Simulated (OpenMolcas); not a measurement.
# Multiconfigurational calculation on N+

Input:

```
&GATEWAY
Coord
1

N 0.0 0.0 0.0
Basis=ANO-L-VQZP
Group=XYZ
NoMove
AngMom=0.0 0.0 0.0
AMFI
&SEWARD
&RASSCF
FileOrb=start.orb
Symmetry=1
Spin=3
nActEl=2 0 0
Inactive=2 0
Ras2=0 3
CIRoot=3 3 1
SDav=3
CIMx=300
Iter=120 100
PrWF=0.3
OrbListing=Nothing
MaxOrb=0
Atom
>>> COPY $Project.JobIph JOB001
&RASSCF
FileOrb=start.orb
Symmetry=1
Spin=1
nActEl=2 0 0
Inactive=2 0
Ras2=0 3
CIRoot=6 6 1
SDav=6
CIMx=300
Iter=120 100
PrWF=0.3
OrbListing=Nothing
MaxOrb=0
Atom
>>> COPY $Project.JobIph JOB002
&RASSI
NrOfJobIphs=2 3 6
1 2 3
1 2 3 4 5 6
IphNames
JOB001
JOB002
EJob
SpinOrbit
DIPRint=1.0
SOCoupling=1000.0
Subsets=2
MEES
Property=10
'ANGMOM' 1 'ANGMOM' 2 'ANGMOM' 3 'MLTPL  1' 1 'MLTPL  1' 2 'MLTPL  1' 3
'AMFI' 1 'AMFI' 2 'AMFI' 3 'MLTPL  2' 6
SOProperty=3
'ANGMOM' 1 'ANGMOM' 2 'ANGMOM' 3
```

Launched by
```bash
OMP_NUM_THREADS=1 MOLCAS_MEM=2252 MOLCAS_PROJECT=a pymolcas a.inp > a.log  # once for each step of the input, in one work folder
```

A driver script runs the steps one by one and writes start.orb anew before each from the orbitals found so far.

Output, cut to the results:

```
--- SEWARD ---
Basis set label: N.ANO-L...5S4P3D2F.

      Electronic valence basis set:
      ------------------
      Associated Effective Charge   7.000000 au
      Associated Actual Charge      7.000000 au
      Nuclear Model: Point charge

      Shell  nPrim  nBasis  Cartesian Spherical Contaminant
         s      14       5        X
         p       9       4        X
         d       4       3                 X
         f       3       2                 X
                  Atomic mean-field integrals
--- RASSCF ---
Wave function specifications:
      -----------------------------

      Number of closed shell electrons           4
      Number of electrons in active shells       2
      Max number of holes in RAS1 space          0
      Max nr of electrons in RAS3 space          0
      Number of inactive orbitals                2
      Number of active orbitals                  3
      Number of secondary orbitals              41
      Spin quantum number                      1.0
      State symmetry                             1
Orbital specifications:
      -----------------------

      Symmetry species                           1   2
                                                ag  au
      Frozen orbitals                            0   0
      Inactive orbitals                          2   0
      Active orbitals                            0   3
      RAS1 orbitals                              0   0
      RAS2 orbitals                              0   3
      RAS3 orbitals                              0   0
      Secondary orbitals                        18  23
      Deleted orbitals                           0   0
      Number of basis functions                 20  26
      Number of CSFs                             3
      Number of root(s) required                 3
      Iter CI   SX   CI       RASSCF       Energy    max ROT     max BLB   max BLB  Level Ln srch  Step   QN
          iter iter root      energy       change     param      element    value   shift minimum  type update
 Nr of preliminary CI iterations:   1
        1   1    8    0   -53.81636525    0.00E+00   1.98E-01*   2   3 1  2.31E-01*  0.00   0.00    SX    NO
        2   1    9    0   -53.88473571   -6.84E-02* -5.38E-02    2   4 1  4.66E-02*  0.00   0.00    SX    NO
        3   1    8    0   -53.88661023   -1.87E-03* -3.13E-02    3   6 2  1.13E-02*  0.00   0.00    SX    NO
        4   1    8    0   -53.88716445   -5.54E-04* -1.79E-02    1   4 2 -5.99E-03*  0.00   0.00    SX    NO
        5   1    8    0   -53.88733459   -1.70E-04* -6.51E-03    1   4 2  3.65E-03*  0.00   0.62    QN   YES
        6   1    6    0   -53.88744133   -1.07E-04* -2.81E-04    3   6 2  1.52E-04*  0.00   1.04    QN   YES
        7   1    5    0   -53.88744147   -1.47E-07*  5.15E-06    2   4 1  2.28E-05   0.00   0.99    QN   YES
        8   1    4    0   -53.88744147   -2.93E-10   1.84E-06    2   8 2 -1.78E-06   0.00   0.95    QN   YES
      Convergence after  8 iterations
        9   1    4    0   -53.88744147   -1.36E-11   1.84E-06    2   3 1 -4.48E-07   0.00   0.95    QN   YES
      Natural orbitals and occupation numbers for root  1
      sym 2:   1.000000   1.000000   0.000000
      Natural orbitals and occupation numbers for root  2
      sym 2:   1.000000   0.000000   1.000000
      Natural orbitals and occupation numbers for root  3
      sym 2:   0.000000   1.000000   1.000000
::    RASSCF root number  1 Total energy:    -53.88744147
::    RASSCF root number  2 Total energy:    -53.88744147
::    RASSCF root number  3 Total energy:    -53.88744147
--- RASSCF ---
Wave function specifications:
      -----------------------------

      Number of closed shell electrons           4
      Number of electrons in active shells       2
      Max number of holes in RAS1 space          0
      Max nr of electrons in RAS3 space          0
      Number of inactive orbitals                2
      Number of active orbitals                  3
      Number of secondary orbitals              41
      Spin quantum number                      0.0
      State symmetry                             1
Orbital specifications:
      -----------------------

      Symmetry species                           1   2
                                                ag  au
      Frozen orbitals                            0   0
      Inactive orbitals                          2   0
      Active orbitals                            0   3
...
--- RASSI ---
SPIN-FREE ENERGIES:
  (Shifted by EMIN (a.u.) =        -53.8874414737)

 SF State       Relative EMIN(au)   Rel lowest level(eV)    D:o, cm**(-1)      L_eff

     1             0.0000000000        0.0000000000              0.0000         1.0
     2             0.0000000000        0.0000000000              0.0000         1.0
     3             0.0000000000        0.0000000000              0.0000         1.0
     4             0.0806910809        2.1957161702          17709.6452         2.0
     5             0.0806910809        2.1957161702          17709.6452         2.0
     6             0.0806910809        2.1957161702          17709.6452         2.0
     7             0.0806910809        2.1957161702          17709.6452         2.0
     8             0.0806910809        2.1957161702          17709.6452         2.0
     9             0.1993915074        5.4257193234          43761.3776         0.0
     Dipole printing threshold changed to   1.00000000E+00
Eigenvalues of complex Hamiltonian:
   -----------------------------------
  (Shifted by EMIN (a.u.) =        -53.8874414737)

 SO State       Relative EMIN(au)   Rel lowest level(eV)    D:o, cm**(-1)     J-value

     1            -0.0004275098        0.0000000000              0.0000         0.0
     2            -0.0002128764        0.0058404724             47.1066         1.0
     3            -0.0002128764        0.0058404724             47.1066         0.6
     4            -0.0002128764        0.0058404724             47.1066         0.6
     5             0.0002117859        0.0173961228            140.3092         1.1
     6             0.0002117859        0.0173961228            140.3092         1.8
     7             0.0002117859        0.0173961228            140.3092         1.1
     8             0.0002117859        0.0173961228            140.3092         1.8
     9             0.0002117859        0.0173961228            140.3092         1.8
...
```

The J values that RASSI prints are effective ones from its own formula and need not be integers or half-integers; the table below assigns J from the states.

Levels above the lowest, from the spin-orbit matrix, grouped by J:

| Configuration | Term | J | E (cm⁻¹) | Measured (cm⁻¹) | g | Term weight % |
| --- | --- | --- | --- | --- | --- | --- |
| 2s² 2p² | ³P | 0 | 0.0 | 0.0 |  | 100 |
| 2s² 2p² | ³P | 1 | 47.1 | 48.7 | 1.501 | 100 |
| 2s² 2p² | ³P | 2 | 140 | 131 | 1.501 | 100 |
| 2s² 2p² | ¹D | 2 | 17804 | 15316 | 1.000 | 100 |
| 2s² 2p² | ¹S | 0 | 43856 | 32689 |  | 100 |

Against the 4 measured excited levels shown (NIST Handbook of Basic Atomic Spectroscopic Data) the mean absolute deviation is 3400 cm-1; the largest miss in energy is 2s² 2p² ¹S₀: computed 43856, measured 32689 cm⁻¹ (+34.2 %).

Without dynamic correlation excited terms often stand tens of per cent too high (terms of higher spin than the ground term too low), and those without a measured partner can miss by more than the paired ones. With the s shell closed, the reference lacks s² → p² mixing. Measured partners are found by configuration, term and J. A level has none where our copy of the source lacks it or the pairing is in doubt (some pairs that miss far off the trend of their configuration count as doubtful), and it then counts in no deviation. Levels of configurations outside the active space are missing.

The term weight is that of the spin-free term in the level, not the purity of its configuration.
